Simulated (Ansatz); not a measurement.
A nudged elastic band was laid between two geometries of BH9SSi3 (14 atoms, charge 0, multiplicity 1).

Level of theory: Ansatz 0.2.0, RKS BLYP/def2-SVP.

```
movable images  : 5
climbing image  : yes
spring          : 5.0 eV/Å²
optimiser       : quadratic models (default)
start path      : through a guess of the saddle point
force threshold : 0.05 eV/Å
iteration limit : 60
end points      : relaxed
```

Image 0:

```xyz
14
Properties=species:S:1:pos:R:3
B -0.613 2.293 1.224
S -1.219 0.875 2.140
Si -1.689 -0.594 0.543
Si 0.277 -1.670 -0.239
Si 1.819 -0.210 -1.295
H -0.544 2.297 0.016
H -0.283 3.248 1.888
H -2.610 -1.591 1.185
H -2.423 0.101 -0.566
H -0.136 -2.741 -1.215
H 0.936 -2.344 0.933
H 1.171 0.465 -2.469
H 2.298 0.838 -0.333
H 3.004 -0.996 -1.781
```

Image 6:

```xyz
14
Properties=species:S:1:pos:R:3
B -0.609 2.293 1.195
S -1.208 0.885 2.133
Si -1.688 -0.600 0.555
Si 0.273 -1.674 -0.243
Si 1.819 -0.202 -1.276
H -0.275 3.256 1.844
H -0.549 2.283 -0.014
H -2.599 -1.595 1.214
H -2.436 0.082 -0.553
H -0.147 -2.728 -1.234
H 0.931 -2.368 0.918
H 1.168 0.509 -2.428
H 2.316 0.816 -0.292
H 2.992 -0.986 -1.791
```

(1) What changes between the two ends?

(2) Give the energies along the band, and the barrier.

(3) What is the geometry of the highest image?

(4) What are the harmonic wavenumbers there?

Results:

(1) No bond is made or broken. The dihedral H6–B1–S2–Si3 goes from 0 to -180°.

(2) It converged. The highest image is number 2 of 0 to 6, 0.68 eV above the ends, which have the same energy within 2 meV. A vibrational analysis at the climbing image gives one clearly imaginary mode, 466i cm⁻¹: a first-order saddle point.

```tsv
image	path coordinate (Å)	energy (eV)	dihedral H6–B1–S2–Si3 (°)
0	0.00	0.00	0
1	1.18	0.21	-36
2	2.35	0.68	-92
3	3.20	0.36	-131
4	4.05	0.06	-164
5	4.90	0.01	-180
6	5.75	0.00	-180
```

(3) 
```xyz
14
Properties=species:S:1:pos:R:3
B -0.764 2.321 1.154
S -0.964 0.832 2.238
Si -1.587 -0.537 0.636
Si 0.271 -1.696 -0.285
Si 1.893 -0.268 -1.263
H 0.312 2.565 0.652
H -1.706 3.063 0.980
H -2.542 -1.489 1.296
H -2.331 0.223 -0.428
H -0.236 -2.661 -1.327
H 0.905 -2.501 0.816
H 1.279 0.505 -2.395
H 2.423 0.697 -0.245
H 3.034 -1.084 -1.800
```

(4) 466i, 8i, 32, 75, 98, 111, 141, 327, 349, 396, 426, 467, 494, 526, 652, 672, 691, 738, 779, 802, 856, 885, 903, 922, 924, 970, 1179, 2120, 2131, 2143, 2151, 2155, 2161, 2174, 2504, 2608 cm⁻¹.

Time of the run: 2.7 min on 2 threads of Intel(R) Xeon(R) 6975P-C (Granite Rapids), on a shared host, peak memory 0.2 GiB.
